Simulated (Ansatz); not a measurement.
`[CH3][GeH]([CH3])[C]#N` and `[BH2][GeH]([CH3])[CH3]` differ in one atom or group.

Ansatz, PBE0-D4/def2-TZVP geometries, multiplicity 1. 

Scalar relativity is left out up to krypton.

| property | `[CH3][GeH]([CH3])[C]#N` |
| --- | --- |
| HOMO–LUMO gap (B3LYP/def2-TZVPP) / eV | 8.61 |
| size of the dipole moment (ωB97M-V/def2-TZVPP) / D | 4.53 |
| HOMO–LUMO gap (PBE0/def2-TZVPP) / eV | 9.10 |
| LUMO energy (PBE0/def2-TZVPP) / eV | 0.08 |
| LUMO energy (PBE/def2-TZVPP) / eV | -0.88 |
| HOMO energy (ωB97M-V/def2-TZVPP) / eV | -11.24 |

**Question.** Give the same properties after the change, and the shifts. (Estimate.)

**Answer.** Computed: 
```
                                          property  `[BH2][GeH]([CH3])[CH3]`  shift
             HOMO–LUMO gap (B3LYP/def2-TZVPP) / eV                      5.15  -3.46
size of the dipole moment (ωB97M-V/def2-TZVPP) / D                      0.56  -3.97
              HOMO–LUMO gap (PBE0/def2-TZVPP) / eV                      5.56  -3.54
                LUMO energy (PBE0/def2-TZVPP) / eV                     -2.18  -2.26
                 LUMO energy (PBE/def2-TZVPP) / eV                     -3.17  -2.29
             HOMO energy (ωB97M-V/def2-TZVPP) / eV                     -9.90   1.34
```

With PBE0 the HOMO rises by 1.29 eV and the LUMO falls by 2.26 eV, so the gap narrows by about 3.55 eV. PBE moves the HOMO by 1.21 eV and ωB97M-V by 1.34 eV. Dipoles are sizes alone; their direction can turn.

B3LYP here is the variant with VWN-RPA as its local correlation; programs differ in this.
